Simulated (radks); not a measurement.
Values are calculated unless marked as measured or tabulated.
Species: W I. Configuration: [Xe] 4f11 5d7 6s1 6p1 (not the ground configuration).

Code: a radial shooting solver on a logarithmic mesh with Libxc functionals. Model: Dirac Kohn-Sham, PBE, spin-unpolarised, spherical densities, finite nucleus; open shells fill j = l - 1/2 first; Fermi nuclear charge, rms radius 5.3658 fm.

Energy parts (eV):
total: -439704.03
kinetic: 495234.89
electron-nucleus: -1096206.20
Hartree: 170061.39
exchange-correlation: -8794.11

Orbitals (lengths in bohr, moments of r in powers of bohr; r(90%) holds 90 % of the orbital's charge):
1s1/2: occ. 2; eigenvalue (eV) -69402.44; <1/r> 87.04; <r^4> 5.823e-07; <r^2> 0.0004632; r(90%) 0.0334; small-component weight 7.79e-02
2s1/2: occ. 2; eigenvalue (eV) -11999.31; <1/r> 21.18; <r^4> 0.00008717; <r^2> 0.007065; r(90%) 0.120; small-component weight 1.76e-02
2p1/2: occ. 2; eigenvalue (eV) -11477.80; <1/r> 21.15; <r^4> 0.00005249; <r^2> 0.005044; r(90%) 0.106; small-component weight 1.77e-02
2p3/2: occ. 4; eigenvalue (eV) -10125.55; <1/r> 17.77; <r^4> 0.00007649; <r^2> 0.006245; r(90%) 0.116; small-component weight 1.60e-02
3s1/2: occ. 2; eigenvalue (eV) -2793.904; <1/r> 7.774; <r^4> 0.003220; <r^2> 0.04615; r(90%) 0.295; small-component weight 5.80e-03
3p1/2: occ. 2; eigenvalue (eV) -2561.147; <1/r> 7.689; <r^4> 0.002842; <r^2> 0.04235; r(90%) 0.287; small-component weight 5.75e-03
3p3/2: occ. 4; eigenvalue (eV) -2268.869; <1/r> 6.815; <r^4> 0.003754; <r^2> 0.04893; r(90%) 0.307; small-component weight 5.26e-03
3d3/2: occ. 4; eigenvalue (eV) -1875.948; <1/r> 6.707; <r^4> 0.002552; <r^2> 0.03795; r(90%) 0.280; small-component weight 5.14e-03
3d5/2: occ. 6; eigenvalue (eV) -1812.451; <1/r> 6.501; <r^4> 0.002777; <r^2> 0.03976; r(90%) 0.286; small-component weight 5.00e-03
4s1/2: occ. 2; eigenvalue (eV) -602.6537; <1/r> 3.289; <r^4> 0.07364; <r^2> 0.2256; r(90%) 0.641; small-component weight 1.94e-03
4p1/2: occ. 2; eigenvalue (eV) -505.8323; <1/r> 3.182; <r^4> 0.07988; <r^2> 0.2320; r(90%) 0.656; small-component weight 1.85e-03
4p3/2: occ. 4; eigenvalue (eV) -436.8147; <1/r> 2.881; <r^4> 0.1047; <r^2> 0.2657; r(90%) 0.701; small-component weight 1.67e-03
4d3/2: occ. 4; eigenvalue (eV) -277.3396; <1/r> 2.677; <r^4> 0.1301; <r^2> 0.2858; r(90%) 0.743; small-component weight 1.48e-03
4d5/2: occ. 6; eigenvalue (eV) -264.4293; <1/r> 2.605; <r^4> 0.1415; <r^2> 0.2980; r(90%) 0.758; small-component weight 1.43e-03
5s1/2: occ. 2; eigenvalue (eV) -91.7824; <1/r> 1.327; <r^4> 2.028; <r^2> 1.180; r(90%) 1.47; small-component weight 4.77e-04
4f5/2: occ. 6; eigenvalue (eV) -63.8356; <1/r> 2.214; <r^4> 0.3028; <r^2> 0.3793; r(90%) 0.901; small-component weight 1.07e-03
4f7/2: occ. 5; eigenvalue (eV) -61.3190; <1/r> 2.187; <r^4> 0.3191; <r^2> 0.3889; r(90%) 0.913; small-component weight 1.06e-03
5p1/2: occ. 2; eigenvalue (eV) -61.3155; <1/r> 1.206; <r^4> 2.984; <r^2> 1.405; r(90%) 1.62; small-component weight 4.04e-04
5p3/2: occ. 4; eigenvalue (eV) -49.8401; <1/r> 1.096; <r^4> 4.153; <r^2> 1.651; r(90%) 1.76; small-component weight 3.49e-04
5d3/2: occ. 4; eigenvalue (eV) -9.4578; <1/r> 0.7810; <r^4> 22.48; <r^2> 3.413; r(90%) 2.64; small-component weight 1.83e-04
5d5/2: occ. 3; eigenvalue (eV) -8.3473; <1/r> 0.7515; <r^4> 26.88; <r^2> 3.699; r(90%) 2.76; small-component weight 1.71e-04
6s1/2: occ. 1; eigenvalue (eV) -6.8791; <1/r> 0.4306; <r^4> 163.5; <r^2> 10.02; r(90%) 4.41; small-component weight 5.73e-05
6p1/2: occ. 1; eigenvalue (eV) -2.3241; <1/r> 0.3103; <r^4> 724.4; <r^2> 19.87; r(90%) 6.39; small-component weight 2.79e-05
6p3/2: occ. 0; eigenvalue (eV) -1.7462; <1/r> 0.2725; <r^4> 1206; <r^2> 25.56; r(90%) 7.27; small-component weight 2.12e-05

The highest occupied level is 6p1/2 at -2.324 eV. Summed over all electrons, <r^2> = 76.36 bohr^2, which gives a Langevin (diamagnetic) susceptibility term of -60.5 x 10^-6 cm^3/mol. The electron density at the nucleus is 1.425e+06 e/bohr^3. The density falls to 0.001 e/bohr^3 at r = 4.79 bohr.
